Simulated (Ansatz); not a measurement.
`[OH][In]([OH])[OH]` + HBr → `[OH][In]([OH])[Br]` + H₂O  (ligand exchange at the In–O bond)

Isolated molecules relaxed with PBE0-D4/def2-TZVP in Ansatz; ΔE leaves out vibrations. CCSD(T)/CBS is the MP2 limit (def2-TZVPP, def2-QZVPP) plus CCSD(T) − MP2 in def2-TZVPP, frozen cores. This one scheme is used for every species. DFT in def2-TZVPP. def2 core potentials past Kr. For Br, In outer-core shells are correlated without core-valence functions, which leaves a few kJ/mol of doubt a bond. Scalar relativity is left out up to krypton. Each species was taken in one conformer, which may not be the lowest.

CCSD(T)/CBS gives -110.0 kJ/mol.

(1) Another level gave -108.4 kJ/mol. Which?
A. PBE/def2-TZVPP
B. MP2/def2-TZVPP
C. HF/def2-TZVPP
D. PBE0-D4/def2-TZVPP

Largest T1 diagnostic among the species: 0.017.

Answers

(1) B. MP2/def2-TZVPP -108.4, PBE -104.0, PBE0-D4 -115.2, HF/def2-TZVPP -125.8 kJ/mol.

From PBE to PBE0 (25 % exact exchange), in def2-TZVPP and without D4, ΔE moves by −9.9 kJ/mol. In def2-TZVPP, CCSD(T) changes the Hartree–Fock value by +19.9 kJ/mol (the triples alone add +2.3 kJ/mol) and MP2 by +17.4 kJ/mol.
